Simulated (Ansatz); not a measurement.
Consider the isomerisation: `OCCO[SiH3]` → `CO[SiH](C)O`.

Isolated molecules relaxed with PBE0-D4/def2-TZVP in Ansatz; ΔE leaves out vibrations. CCSD(T)/CBS adds triple-zeta CCSD(T) − MP2 to the extrapolated MP2 energy (def2 sets, frozen cores). Functionals use def2-TZVPP. B3LYP here is the variant with VWN-RPA as its local correlation; programs differ in this. Each species was taken in one conformer, which may not be the lowest.

```
         level  ΔE (kcal/mol)
         B3LYP          -53.9
MP2/def2-TZVPP          -56.3
```

Problem. What does CCSD(T)/CBS give? (Estimate.)

Solution. The calculation gave: -55.2 kcal/mol. The listed levels differ from it by 1.3, -1.1 kcal/mol.

Largest T1 diagnostic among the species: 0.011.

From PBE to PBE0 (25 % exact exchange), in def2-TZVPP and without D4, ΔE moves by −1.0 kcal/mol.
